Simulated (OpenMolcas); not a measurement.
# Cr2+, Mo2+, W2+: d⁴ down the group

| Item | Value |
| --- | --- |
| Program | OpenMolcas |
| Method | MS-RASPT2, IPEA 0.25 Eh, imaginary shift 0.1 Eh |
| Basis | ANO-R2 |
| Scalar Hamiltonian | X2C, finite nucleus |
| Spin-orbit coupling | state interaction with AMFI integrals over the reference wave functions, term energies averaged over their components |

Active space for each ion: 10 electrons in 8 orbitals (RAS1 p, at most 2 holes; RAS2 d); closed shells correlated by CASPT2: Cr2+ 3s; Mo2+ 4s; W2+ 5s.

Computed levels in cm-1 above ⁵D₀:

```tsv
Level	Cr2+	Mo2+	W2+
⁵D₁	69.3	248	2430
⁵D₂	205	688	4800
⁵D₃	402	1264	6780
⁵D₄	655	1938	8350
³P₀(1)	17330	12300	12210
³P₁(1)	17750	13580	16210
³H₄	18270	13590	15050
³H₅	18410	14160	18300
³P₂(1)	18480	15490	20740
weight of ⁵D in the lowest level (%)	100	98	69
```

Mixed levels, with the weight of the term that names them: W2+ ⁵D₀ (69 %), W2+ ³P₀(1) (60 %), W2+ ³H₄ (59 %), W2+ ³P₂(1) (71 %).

Measured, with the error of the calculation in %. Measured levels: Cr2+ from Sugar and Corliss, J. Phys. Chem. Ref. Data 6, 317 (1977); Mo2+ from Sugar and Musgrove, J. Phys. Chem. Ref. Data 17, 155 (1988); W2+ from NIST levels as listed in McCann et al., Mon. Not. R. Astron. Soc. 538, 537 (2025).

| Level | Cr2+ | Mo2+ | W2+ |
| --- | --- | --- | --- |
| ⁵D₁ | 62.2 (+11.4) | 242 (+2.5) | 2256 (+7.7) |
| ⁵D₂ | 183 (+12.0) | 668 (+3.0) | 4461 (+7.6) |
| ⁵D₃ | 357 (+12.8) | 1224 (+3.3) | 6278 (+8.1) |
| ⁵D₄ | 576 (+13.8) | 1872 (+3.5) | 7687 (+8.7) |
| ³P₀(1) | 16771 (+3.3) | 11149 (+10.3) | 9904 (+23.3) |
| ³P₁(1) | 17169 (+3.4) | 12510 (+8.5) | 12881 (+25.8) |
| ³H₄ | 17274 (+5.8) | 12680 (+7.2) | 13701 (+9.8) |
| ³H₅ | 17397 (+5.8) | 13276 (+6.7) |  |
| ³P₂(1) | 17851 (+3.5) | 14358 (+7.9) |  |

The fine-structure level ⁵D₄ changes by a factor of 12.7 from Cr2+ to W2+.

Without spin-orbit coupling ³P(1) lies 17700, 13200, 10670 cm-1 above ⁵D in that order; the difference to the level ³P₀(1), of either sign, comes from spin-orbit coupling, which also lowers the zero.

Term energies are means over components that CASPT2 splits; among the terms shown or strongly mixed into the levels shown the widest spread is 650 cm-1 (5d⁴ ³H, W2+). Over all roots computed the reference weight is 0.90 to 0.96 in W2+; the roots of lowest weight are the least certain, and an intruder state may touch them. The CASPT2 spread within a term exceeds the gap to the next term for 3d⁴ ³P(1) and 3d⁴ ³H, so the order of their levels is uncertain (figures for Cr2+; the like holds for Mo2+). Active for correlation alone: 3p; no level in the range computed is led by a configuration that opens it, so any true level of that kind is missing (holds for Cr2+). Active for correlation alone: 4p; no level in the range computed is led by a configuration that opens it, so any true level of that kind is missing (holds for Mo2+). Active for correlation alone: 5p; no level in the range computed is led by a configuration that opens it, so any true level of that kind is missing (holds for W2+). Some terms miss by over 15 % even with CASPT2, which points to a basis or an active space too small for the shells correlated (holds for W2+). Measured partners are found by configuration, term and J. A level has none where our copy of the source lacks it or the pairing is in doubt (some pairs that miss far off the trend of their configuration count as doubtful), and it then counts in no deviation. Only configurations of the active space appear.

A number in round brackets counts repeated terms of one configuration in the order of the reference energies.
